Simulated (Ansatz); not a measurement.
Reactions of BFH2OSi (`F[SiH]1BO1`).

Isolated molecules relaxed with PBE0-D4/def2-TZVP in Ansatz; ΔE leaves out vibrations. CBS: MP2 limit from def2 TZ/QZ plus the TZ coupled-cluster correction, frozen cores. This one scheme is used for every species, atoms too. Functionals use def2-TZVPP. B3LYP here is the variant with VWN-RPA as its local correlation; programs differ in this. Open shells (•) are unrestricted, without spin–orbit coupling. Spin–orbit coupling would lower the free atoms: a little for B, F, O, Si. Bonds to Se are less sure, by a few kJ/mol each and by 10 to 20 or more in all where they break to atoms, as the def2 sets lack core-valence functions. Scalar relativity is left out up to krypton. Each species was taken in one conformer, which may not be the lowest.

| reaction | B97M-V (kJ/mol) | MP2/CBS(def2) (kJ/mol) | ωB97M-V (kJ/mol) | B3LYP-D4 (kJ/mol) | CCSD(T)/CBS(def2) (kJ/mol) |
| --- | --- | --- | --- | --- | --- |
| `F[SiH]1BO1` → B• + F• + 2 H• + O• + Si• | 2369 | 2443 | 2365 | 2341 | 2353 |
| `F[SiH]1BO1` + H₂ → `B1O[SiH2]1` + H–F | 123 | 121 | 120 | 120 | 116 |
| `F[SiH]1BO1` + H₂S → `S[SiH]1BO1` + H–F | 77 | 63 | 74 | 73 | 68 |
| `F[SiH]1BO1` + H₂O → `O[SiH]1BO1` + H–F | 41 | 35 | 38 | 38 | 37 |
| `F[SiH]1BO1` + `N[SiH](N)S` → `NB1O[SiH]1F` + `N[SiH2]S` | -47 | -39 | -44 | -48 | -40 |
| `F[SiH]1BO1` + SiH₄ → `[SiH3][SiH]1BO1` + H–F | 136 | 135 | 141 | 135 | 131 |
| `F[SiH]1BO1` + H₂Se → `[SeH][SiH]1BO1` + H–F | 77 | 57 | 71 | 70 | 63 |
| `F[SiH]1BO1` + NH₃ → `N[SiH]1BO1` + H–F | 79 | 64 | 70 | 71 | 67 |

Largest T1 diagnostic: 0.017, for `B1O[SiH2]1`.
